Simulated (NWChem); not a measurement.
Everything below was run with NWChem. System: CClF2, charge 0, spin multiplicity 2, at a geometry optimised with UPBE0/def2-SVP. The structure started from a generated list of species. Its SCF solution wasn't tested for a lower state. Level: UMP2/cc-pVTZ, 8 core orbitals frozen.

Output (cleaned and shortened):

```
             Northwest Computational Chemistry Package (NWChem) 7.3.0
             --------------------------------------------------------

                                NWChem Input Module
                                -------------------

 Scaling coordinates for geometry "geometry" by  1.889725989
 (inverse scale =  0.529177249)

 Turning off AUTOSYM since
 SYMMETRY directive was detected!

                             Geometry "geometry" -> ""
                             -------------------------

 Output coordinates in angstroms (scale by  1.889725989 to convert to a.u.)

  No.       Tag          Charge          X              Y              Z
 ---- ---------------- ---------- -------------- -------------- --------------
    1 F                    9.0000     1.05320500    -0.07797300    -1.07934200
    2 C                    6.0000     0.42659500     0.32358600     0.00000000
    3 F                    9.0000     1.05320500    -0.07797300     1.07934200
    4 Cl                  17.0000    -1.26572100    -0.03164700     0.00000000

 Effective nuclear repulsion energy (a.u.)     157.9594149249

            Nuclear Dipole moment (a.u.)
            ----------------------------
        X                 Y               Z
 ---------------- ---------------- ----------------
     0.0000056692     0.0000056692     0.0000000000

      Symmetry information
      --------------------

 Group name             Cs
 Group number              2
 Group order               2
 No. of unique centers     3

      Symmetry unique atoms

     1    2    4


 Summary of "ao basis" -> "" (spherical)
 ------------------------------------------------------------------------------
       Tag                 Description            Shells   Functions and Types
 ---------------- ------------------------------  ------  ---------------------
 *                          cc-pvtz                   on all atoms

 Summary of "ao basis" -> "ao basis" (spherical)
 ------------------------------------------------------------------------------
       Tag                 Description            Shells   Functions and Types
 ---------------- ------------------------------  ------  ---------------------
 F                          cc-pvtz                 10       30   4s3p2d1f
 C                          cc-pvtz                 10       30   4s3p2d1f
 Cl                         cc-pvtz                 12       34   5s4p2d1f

                                 NWChem SCF Module
[...]
     2   0 2 0    -20.174283    -12.796620    -10.072780      2.695117
     2   0 1 1     -0.000000     -0.000000      0.000000      0.000000
     2   0 0 2    -21.573393    -48.671119    -47.786153     74.883879

                   NWChem MP2 Semi-direct Energy/Gradient Module
                   ---------------------------------------------

  Basis functions       =    124
  Molecular orbitals    =    124
  Frozen core           =      8
  Frozen virtuals       =      0
  Active alpha occupied =     13
  Active beta occupied  =     12
  Active alpha virtual  =    103
  Active beta virtual   =    104
  Use MO symmetry       = T
  Use skeleton AO sym   = T

  AO/Fock/Back tols     =   1.0D-09  1.0D-09  1.0D-09

 GA uses MA = F    GA memory limited = T

 Available:
  local mem=  1.26D+08
 global mem=  1.44D+08
 local disk=  0.00D+00
  mp2_memr nvloc                   103
  nvloc new                   103
   1 passes of  13:        5242880                      98290                  35309007.
   1 passes of  13: M    126151343           G      144148448           F     120908463.

 Semi-direct pass number   1 of   1  for UHF alpha       at        5.2s
  vrange nnbf                  7750
  mp2_eaftype                   134  avail_ma_in_mb                  1099
 EAF : mp2_eaftype filesize         134   17654503.
  mp2_eaf for mointskh                    134
Node 0 wrote     83.0 Mb in      0.1 s     Agg I/O rate:   615.9 Mb/s
 Done moints_semi at       12.1s
  mp2_eaftype                   134  avail_ma_in_mb                   965
 EAF : mp2_eaftype filesize         134   17654503.
  mp2_eaf for kh                   134
 Done maket at       12.4s
 Done multipass loop at       12.4s

 GA uses MA = F    GA memory limited = T

 Available:
  local mem=  1.26D+08
 global mem=  1.44D+08
 local disk=  0.00D+00
  mp2_memr nvloc                   104
  nvloc new                   104
   1 passes of  12:        5242880                      93742                  32911157.
   1 passes of  12: M    126151343           G      144148448           F     120908463.

 Semi-direct pass number   1 of   1  for UHF beta        at       12.4s
  vrange nnbf                  7750
  mp2_eaftype                   125  avail_ma_in_mb                  1099
 EAF : mp2_eaftype filesize         125   16455578.
  mp2_eaf for mointskh                    125
Node 0 wrote     77.4 Mb in      0.1 s     Agg I/O rate:   729.7 Mb/s
 Done moints_semi at       19.1s
  mp2_eaftype                   125  avail_ma_in_mb                   974
 EAF : mp2_eaftype filesize         125   16455578.
  mp2_eaf for kh                   125
 Done maket at       19.4s
 Done multipass loop at       19.4s

          -------------------------------------------
          SCF energy                -696.297378640428
          Correlation energy          -0.817354394066
          Singlet pairs                0.000000000000
          Triplet pairs                0.000000000000
          Total MP2 energy          -697.114733034494
          -------------------------------------------

          ---------------------------------------------------
                    Spin Component Scaled (SCS) MP2
          Same spin pairs                     -0.217220736244
          Same spin scaling factor             0.333333333333
          Opposite spin pairs                 -0.600133657823
          Opposite spin scaling fact.          1.200000000000
          SCS-MP2 correlation energy          -0.792567301469
          Total SCS-MP2 energy              -697.089945941897
          ---------------------------------------------------

 -----------------------
 Performance information
 -----------------------

 Timer overhead =  9.71D-08 seconds/call

               Nr. of calls         CPU time (s)                 Wall time (s)                GFlops
             ---------------    -------------------     ------------------------------   -------------------
Name         Min   Avg   Max    Min     Avg     Max     Min     Avg     Max   Mx/calls   Min     Max     Sum
mp2: moin     2     2     2    14.     14.     14.      14.     14.     14.     6.8      0.0     0.0     0.0
mp2: make     2     2     2   0.44    0.44    0.44     0.44    0.44    0.44    0.22      0.0     0.0     0.0
mp2: tota     1     1     1    14.     14.     14.      14.     14.     14.     14.      0.0     0.0     0.0

 The average no. of pstat calls per process was 5.00D+00
 with a timing overhead of 4.86D-07s

 Task  times  cpu:       19.3s     wall:       19.3s

 Total times  cpu:       19.4s     wall:       19.4s
```

### Question
Write an NWChem input that would produce this output.

### Answer
This is not unique; one that fits is 
```
start mol
memory heap 200 mb stack 900 mb global 1100 mb
geometry units angstroms nocenter noautoz
  F      1.053205    -0.077973    -1.079342
  C      0.426595     0.323586     0.000000
  F      1.053205    -0.077973     1.079342
  Cl    -1.265721    -0.031647     0.000000
  symmetry group Cs
end
basis spherical
  * library cc-pvtz
end
scf
  uhf
  nopen 1
  maxiter 100
  thresh 1e-7
  semidirect memsize 60000000 filesize 0
  # guess.movecs holds the orbitals of an unrestricted PBE0 run
  vectors input guess.movecs output mol.movecs
end
mp2
  freeze core 8
end
task mp2 energy
```
